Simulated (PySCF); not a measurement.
**Computed spin Hamiltonian**

C7H5F2 (doublet state).
Atom-mapped SMILES: `[CH:1]#[C:2][C@:3]1([F:4])[CH2:5][C:6]=[C:7]1[CH2:8][F:9]` (hydrogens: H10 on C1; H11, H12 on C5; H13, H14 on C8)

Geometry (GFN2-xTB, Å), atoms numbered from 1 in this order:
```
atom  x, y, z in Å
C1     2.3875   -1.0713    0.3392
C2     1.5283   -0.2913    0.0432
C3     0.4543    0.5999   -0.3084
F4     0.5761    1.0612   -1.6011
C5     0.1443    1.7429    0.7013
C6    -1.1677    1.0258    0.8405
C7    -0.9556    0.0350   -0.0105
C8    -1.6412   -1.1581   -0.5456
F9    -1.1526   -2.3124    0.0345
H10    3.1515   -1.7408    0.6011
H11    0.7673    1.7628    1.5915
H12    0.0914    2.7259    0.2402
H13   -2.7130   -1.1223   -0.3237
H14   -1.4713   -1.2576   -1.6245
```

The hyperfine couplings belong to this conformer and change with its torsions.

Theory: UKS B3LYP, pcH-1 on C F H, non-relativistic, mean-field spin-orbit, GIAO (PySCF 2.14.0). One conformer (not necessarily the lowest) at the GFN2-xTB geometry, without solvent, vibrations or thermal averaging. Couplings are sensitive to structure, and on GFN2-xTB geometries they can be far from those on DFT ones. No stability test was run, so a lower SCF solution isn't excluded.

```
g1, g2, g3        : 2.00140, 2.00209, 2.00250
g_iso             : 2.00200
Form of g         : rhombic: the two nearest values differ by 37 % of g3 − g1
⟨S²⟩              : 0.7575 (exact 0.7500)
α and β electrons : 33, 32
Total energy      : -469.23618 Eh
Basis functions   : 275
```

Isotropic coupling and dipolar principal values T1 to T3, in G (MHz turned into gauss with g_iso; 10 G = 1 mT):

```csv
atom,isotope,a_iso,T1,T2,T3,Mulliken spin population
C1,13C,1.5,-0.5,0.0,0.5,0.00
C2,13C,12.8,-0.7,-0.6,1.3,0.02
C3,13C,53.0,-2.9,-2.0,5.0,0.08
F4,19F,18.4,-13.6,-12.2,25.8,0.01
C5,13C,12.3,-4.4,-3.6,8.0,0.04
C6,13C,137.0,-26.8,-20.3,47.1,0.93
C7,13C,4.8,-8.8,-0.6,9.4,-0.08
C8,13C,2.3,-0.5,-0.4,0.9,0.01
F9,19F,-6.6,-4.8,2.1,2.7,0.00
H10,1H,0.2,-0.3,-0.2,0.4,0.00
H11,1H,-0.2,-2.8,-1.5,4.3,0.00
H12,1H,0.1,-2.8,-1.6,4.5,0.00
H13,1H,1.8,-1.1,-0.9,1.9,0.01
H14,1H,-1.5,-0.7,-0.5,1.2,0.00
```

Largest spin populations (Mulliken): C6 (+0.93), C7 (-0.08) and C3 (+0.08). No atom but C6 exceeds +0.15. The positive populations add up to 1.09 and the negative ones to -0.09, together 2S = 1.

Under fast tumbling the dipolar parts average out, and these isotropic splittings remain: 1 × 19F (F4, I = 1/2, 2 lines) with 1.84 mT, 1 × 19F (F9, I = 1/2, 2 lines) with 0.66 mT, 1 × 1H (H13, I = 1/2, 2 lines) with 0.18 mT and 1 × 1H (H14, I = 1/2, 2 lines) with 0.15 mT.

The 13C coupling of C6 (383.8 MHz) shows only in satellite lines or after enrichment, since that isotope makes up about 1.07 % of natural carbon.
